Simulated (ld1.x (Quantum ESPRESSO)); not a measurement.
Building the TM potential for Fe (Z = 26) (PBE, fully relativistic).

The input file (ld1.x (Quantum ESPRESSO) 7.5):

```
&input
   title='Fe', zed=26., rel=2, dft='PBE', iswitch=3,
   config='[Ar] 3d6 4s1.75 4p0.25', rel_dist='average',
   nld=5, rlderiv=2.00, eminld=-9.0, emaxld=5.0, deld=0.04
 /
 &inputp
   pseudotype=2, tm=.true., lloc=-1, rcloc=1.55,
   nlcc=.true., rcore=0.85,
   file_pseudopw='Fe.UPF', file_wfcaegen='ae.wfc', file_wfcncgen='nc.wfc', file_beta='beta', file_chi='chi'
 /
3
3S  1  0   2.00   0.00  1.35  1.35  0.0
3P  2  1   6.00   0.00  1.40  1.40  0.0
3D  3  2   6.00   0.00  1.85  1.85  0.0
 &test
   configts(1)='3s2 3p6 3d6 4s1.75 4p0.25'
 /
```

Command:

```bash
ld1.x < Fe.in > Fe.out
```

Resulting log (shortened: banner, matrices, multipoles, cross overlaps and the repeated all-electron block are left out):

```
Program LD1 v.7.5
     --------------------------- All-electron run ----------------------------

     Fe
     dirac relativistic calculation

     atomic number is 26.00
     dft =PBE   lsd =0 sic =0 latt =0  beta=0.20 tr2=1.0E-14
     Exchange-correlation= PBE
                           (   1   4   3   4   0   0   0)
     mesh =1191 r(mesh) = 101.18024 a.u. xmin = -7.00 dx = 0.01250
     1 Ry =  13.60569312 eV, c = 137.03599908

     n l j   nl                  e(Ry)          e(Ha)          e(eV)
     Spin orbit split results
     1 0 0.5 1S 1( 2.00)      -514.3347      -257.1673     -6997.8798
     2 0 0.5 2S 1( 2.00)       -60.2640       -30.1320      -819.9341
     2 1 0.5 2P 1( 2.00)       -51.9657       -25.9828      -707.0287
     2 1 1.5 2P 1( 4.00)       -51.0483       -25.5242      -694.5476
     3 0 0.5 3S 1( 2.00)        -6.9429        -3.4714       -94.4625
     3 1 0.5 3P 1( 2.00)        -4.5224        -2.2612       -61.5299
     3 1 1.5 3P 1( 4.00)        -4.4091        -2.2045       -59.9883
     3 2 1.5 3D 1( 2.40)        -0.5917        -0.2958        -8.0499
     3 2 2.5 3D 1( 3.60)        -0.5805        -0.2902        -7.8975
     4 0 0.5 4S 1( 1.75)        -0.4106        -0.2053        -5.5870
     4 1 0.5 4P 1( 0.08)        -0.1164        -0.0582        -1.5835
     4 1 1.5 4P 1( 0.17)        -0.1131        -0.0565        -1.5383
     Averaged results
     1 0     1S 1( 2.00)      -514.3347      -257.1673     -6997.8798
     2 0     2S 1( 2.00)       -60.2640       -30.1320      -819.9341
     2 1     2P 1( 6.00)       -51.3541       -25.6770      -698.7080
     3 0     3S 1( 2.00)        -6.9429        -3.4714       -94.4625
     3 1     3P 1( 6.00)        -4.4468        -2.2234       -60.5022
     3 2     3D 1( 6.00)        -0.5849        -0.2925        -7.9585
     4 0     4S 1( 1.75)        -0.4106        -0.2053        -5.5870
     4 1     4P 1( 0.25)        -0.1142        -0.0571        -1.5534

     final scf error:  7.3E-15 reached in  31 iterations

     Etot =   -2544.880706 Ry,   -1272.440353 Ha,  -34624.865915 eV

     Ekin =    2580.256933 Ry,    1290.128467 Ha,   35106.184015 eV
     Encl =   -6089.798513 Ry,   -3044.899256 Ha,  -82855.929748 eV
     Eh   =    1075.795441 Ry,     537.897721 Ha,   14636.942636 eV
     Exc  =    -111.134567 Ry,     -55.567284 Ha,   -1512.062818 eV

     normalization and overlap integrals

     s(1S/1S) =  1.000000  <r> =   0.0585  <r2> =    0.0046  r(max) =   0.0385
     s(2S/2S) =  1.000000  <r> =   0.2667  <r2> =    0.0841  r(max) =   0.2213
     s(2P/2P) =  1.000000  <r> =   0.2334  <r2> =    0.0671  r(max) =   0.1790
     s(2P/2P) =  1.000000  <r> =   0.2365  <r2> =    0.0687  r(max) =   0.1812
     s(3S/3S) =  1.000000  <r> =   0.8105  <r2> =    0.7588  r(max) =   0.6990
     s(3P/3P) =  1.000000  <r> =   0.8514  <r2> =    0.8558  r(max) =   0.7078
     s(3P/3P) =  1.000000  <r> =   0.8608  <r2> =    0.8748  r(max) =   0.7167
     s(3D/3D) =  1.000000  <r> =   1.1328  <r2> =    1.7340  r(max) =   0.7078
     s(3D/3D) =  1.000000  <r> =   1.1397  <r2> =    1.7571  r(max) =   0.7167
     s(4S/4S) =  1.000000  <r> =   2.9657  <r2> =   10.2488  r(max) =   2.4095
     s(4P/4P) =  1.000000  <r> =   4.3841  <r2> =   23.2504  r(max) =   3.2524
     s(4P/4P) =  1.000000  <r> =   4.4422  <r2> =   23.8704  r(max) =   3.2933

     ------------------------ End of All-electron run ------------------------

     --------------------- Generating NC pseudopotential ---------------------

      Generating local potential from pseudized AE potential:
      Matching radius rcloc =   1.5500

      Local pseudo, rcloc= 1.556 Estimated cut-off energy=    10.23 Ry

      Computing core charge for nlcc:

       r > 0.85 : true rho core
       r < 0.85 : rho core = a sin(br)/r    a=   0.32  b=   3.38

      Integrated core pseudo-charge :   2.03

     Fully relativistic calculation: |psi|^2

     Wfc 3S LC norm =  0.99965139 SC norm =  0.00034855 missing  0.00000006

     Wfc 3P LC norm =  0.99969167 SC norm =  0.00030826 missing  0.00000007

     Wfc 3P LC norm =  0.99969700 SC norm =  0.00030277 missing  0.00000023

     Wfc 3D LC norm =  0.99981082 SC norm =  0.00018916 missing  0.00000002

     Wfc 3D LC norm =  0.99981236 SC norm =  0.00018485 missing  0.00000279

      Wfc   3S  rcut= 1.339  Using Troullier-Martins method

      Wfc   3P  rcut= 1.408  Using Troullier-Martins method

      Wfc   3P  rcut= 1.408  Using Troullier-Martins method

      Wfc   3D  rcut= 1.853  Using Troullier-Martins method

      Wfc   3D  rcut= 1.853  Using Troullier-Martins method

     ------------------- End of pseudopotential generation -------------------

     Computing logarithmic derivative in   2.01008

       Warning: n=1, l=0 expected 0 nodes, found 1
       Setting wfc to zero for this iteration
       (This warning will only be printed once per wavefunction)

       Warning: n=3, l=2 expected 0 nodes, found 1
       Setting wfc to zero for this iteration
       (This warning will only be printed once per wavefunction)

     Computing logarithmic derivative in   2.01008
     Computing the partial wave expansion
     R is outside the sphere for l=    0 j= 0.50
     R is outside the sphere for l=    1 j= 0.50
     R is outside the sphere for l=    1 j= 1.50
     R is outside the sphere for l=    2 j= 1.50
     R is outside the sphere for l=    2 j= 2.50

     ---------------------- Testing the pseudopotential ----------------------

     Fe
     dirac relativistic calculation

     atomic number is 26.00   valence charge is 16.00
     dft =PBE   lsd =0 sic =0 latt =0  beta=0.20 tr2=1.0E-14
     mesh =1191 r(mesh) = 101.18024 xmin = -7.00 dx = 0.01250

     n l  j  nl             e AE (Ry)       e PS (Ry)    De AE-PS (Ry)
     1 0 0.5 3S   1( 2.00)       -6.94286       -6.94286       -0.00000
     2 1 0.5 3P   1( 2.00)       -4.52237       -4.52237       -0.00000
     2 1 1.5 3P   1( 4.00)       -4.40906       -4.40906        0.00001
     3 2 1.5 3D   1( 2.40)       -0.59166       -0.59165       -0.00000
     3 2 2.5 3D   1( 3.60)       -0.58046       -0.58046        0.00000
     2 0 0.5 4S   1( 1.75)       -0.41064       -0.48597        0.07534  !
     3 1 0.5 4P   1( 0.08)       -0.11638       -0.11316       -0.00322
     3 1 1.5 4P   1( 0.17)       -0.11306       -0.11019       -0.00287

     eps = 9.6E-15  iter = 23

     Etot =   -2544.880706 Ry,   -1272.440353 Ha,  -34624.865915 eV
     Etotps =  -244.944710 Ry,    -122.472355 Ha,   -3332.642560 eV

     Ekin =     113.271724 Ry,      56.635862 Ha,    1541.140318 eV
     Encl =    -484.494434 Ry,    -242.247217 Ha,   -6591.882586 eV
     Ehrt =     206.644493 Ry,     103.322247 Ha,    2811.541561 eV
     Ecxc =     -26.507900 Ry,     -13.253950 Ha,    -360.658349 eV
     (Ecc =      -0.691621 Ry,      -0.345810 Ha,      -9.409983 eV)
     Epseu=     -53.858594 Ry,     -26.929297 Ha,    -732.783504 eV

     ---------------------- End of pseudopotential test ----------------------
```

The potential misses its own reference levels by up to 1.0 eV, so it is not fit for use. ld1.x takes every shell without a wave as core, so the model core holds the 4p, 4s electrons as well and exchange and correlation see them twice. This cancels in the reference configuration, but the file is broken for other ones, and its errors say nothing about a proper core correction.

Generation and configuration tests took about 2 s on one core of a shared server CPU.
